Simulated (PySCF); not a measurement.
The numbers are results of PBE-D3(BJ)/def2-TZVP // B3LYP-D3(BJ)/def2-SVP in PySCF, not measurements. Gas-phase values, no solvent. One relaxed conformer stands for a flexible species; it need not be the lowest. Excitations are Tamm–Dancoff values on a coarser integration grid. The basis has no diffuse functions, so Rydberg states are missing or too high.

Reference species (SMILES): `C=Cc1ccc([SiH3])cc1S` (C–C–C–C torsion 32°, C–C–S–H torsion 44°) (neutral, multiplicity 1).

| Quantity | Value |
|---|---|
| brightest of the four lowest singlets (TDA) | 4.80 eV |
| T1 excitation (TDA) | 2.98 eV |

Changed species: `C=C([SiH3])c1cccc(S)c1` (Si–C–C–C torsion 38°, C–C–S–H torsion 178°).

**Question.** What does the change do to the brightest of the four lowest singlets (TDA) and T1 excitation (TDA)?

**Answer.** the brightest of the four lowest singlets (TDA) increases by 0.04 eV, to 4.84 eV; the T1 excitation (TDA) goes up by 0.12 eV, to 3.10 eV.
